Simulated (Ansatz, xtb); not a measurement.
# Relative energy of two isomers of C4H7F2N

Structure I is `N[C@@H]1CCC1(F)F`, a singlet and structure II is `FC(F)[C@@H]1CCN1`, a singlet. Both are isolated molecules in the gas phase, relaxed with PBE-D3(BJ)/def2-SVP; each stands in its lowest conformer found.

Estimate which is lower in electronic energy at CCSD(T)/def2-SVP + ΔMP2/def2-TZVPP, and by roughly how much.

The CCSD(T)/def2-SVP + ΔMP2/def2-TZVPP calculation puts structure I lower, by 36.8 kJ/mol.

Level by level:

| level | geometry | E(II) − E(I) (kJ/mol) | departure from the last row (kJ/mol) | job, with rough time for the two |
| --- | --- | --- | --- | --- |
| GFN2-xTB | GFN2-xTB | +17.4 | −19.3 | optimisation, 0.11 s |
| HF/STO-3G | GFN2-xTB | +28.7 | −8.1 | single point, 0.28 s |
| r2SCAN-D4/def2-SVP | GFN2-xTB | +41.8 | +5.0 | single point, 3 s |
| PBE-D3(BJ)/def2-SVP | PBE-D3(BJ)/def2-SVP | +40.1 | +3.4 | optimisation, 20 s |
| HF/def2-SVP | PBE-D3(BJ)/def2-SVP | +25.6 | −11.1 | part of the CCSD(T) run |
| MP2/def2-SVP | PBE-D3(BJ)/def2-SVP | +36.9 | +0.1 | part of the CCSD(T) run |
| CCSD(T)/def2-SVP | PBE-D3(BJ)/def2-SVP | +33.9 | −2.8 | single point |
| CCSD(T)/def2-SVP + ΔMP2/def2-TZVPP | PBE-D3(BJ)/def2-SVP | +36.8 |  | single point, 58 s |

As drawn, II has 1 C–N, 1 C–H in place of 1 C–C, 1 N–H.

The levels shown agree on the order. The largest departure from CCSD(T)/def2-SVP + ΔMP2/def2-TZVPP is that of GFN2-xTB, 19.3 kJ/mol. The last row adds to CCSD(T) the change of the MP2 difference between the two basis sets, here +2.8 kJ/mol.

With thermal terms from frequencies at re-optimised GFN2-xTB minima (ideal gas, soft modes damped towards free rotors, one conformer each, 298.15 K, 1 atm): on the last row, ΔE + ΔZPE = +37.3, ΔH = +37.1, ΔG = +35.7 kJ/mol.

The correlated steps freeze 7 core orbitals. Programs: Ansatz 0.2.0, xtb 6.7.1; the last row on 4 threads of Arm Neoverse V2 on a shared host.
